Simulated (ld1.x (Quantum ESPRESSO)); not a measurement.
iodine: one change to a TM potential, before and after

ld1.x (Quantum ESPRESSO) 7.5 input, shortened:

```
&input
   title='I', zed=53., rel=1, dft='PBE', iswitch=3,
   config='[Kr] 4d10 5s1 5p6'
 /
 &inputp
   pseudotype=2, tm=.true., lloc=-1, rcloc=1.90,
   nlcc=.true., new_core_ps=.true., rcore=0.90
 /
2
5S  1  0   1.00   0.00  1.25  1.25  0.0
5P  2  1   6.00   0.00  2.20  2.20  0.0
 &test
   configts(1)='5s1 5p6'
 /
```

Change: local potential the p channel.

Cutoffs: the cutoffs (Ry, on a coarse ladder) from which the occupation-weighted sum of valence levels, in a spherical-Bessel basis at the reference potential, stays within 10 and 1 mRy of its value at 400 Ry; they do not see the model core or the augmentation charge, which bear on the density cutoff. Errors are all-electron minus pseudo energies relative to the spin-unpolarised reference configuration.

Problem. Predict the effect on cutoff, ghosts and configuration errors.

Solution. The potential gets neither clearly harder nor softer (110 Ry and 200 Ry → 110 Ry and 230 Ry); the bound ghost in d disappears; of the 7 tests that both files solve, the error grows in 5 and shrinks in 0 by more than 15 % and 0.3 meV (median size 36.5 → 43.1 meV); the range in which the s phases agree widens (upper end -0.5 → 1.3); the range in which the p phases agree widens (upper end 2.3 → 3.5). In the separable form a ghost depends on how the local part lies against the semilocal potential of the channel, so the choice of the local part can create or remove one.

```tsv
quantity	base	changed
cutoff, loose	110 Ry	110 Ry
cutoff, tight	200 Ry	230 Ry
loose cutoff by channel (10 mRy a level)	s 110 Ry, p 12 Ry	s 110 Ry, p 15 Ry
bound ghosts	d	none
error for 5s2 5p5, meV [ΔE -10.41 eV]	-20	-35
error for 5s2 5p4, meV [ΔE 0.72 eV]	-36	-43
error for 5s2 5p3, meV [ΔE 20.56 eV]	-53	-53
error for 5s2 5p2, meV [ΔE 49.89 eV]	-72	-76
error for 5s2 5p1, meV [ΔE 89.32 eV]	-111	-134
error for 5s2 5p4.5, meV [ΔE -5.88 eV]	-28	-39
error for 5s2 5p5.3, meV [ΔE -12.20 eV]	-15	-32
s: phases at 2.40 bohr within 0.05 rad from the reference energy up to (Ry; the scan ends near 5)	-0.5	1.3
p: phases at 2.40 bohr within 0.05 rad from the reference energy up to (Ry; the scan ends near 5)	2.3	3.5
```

 A true bound ghost makes a file unfit for plane-wave use even where its test errors are small: the radial tests pick states by their node count and pass the ghost by.
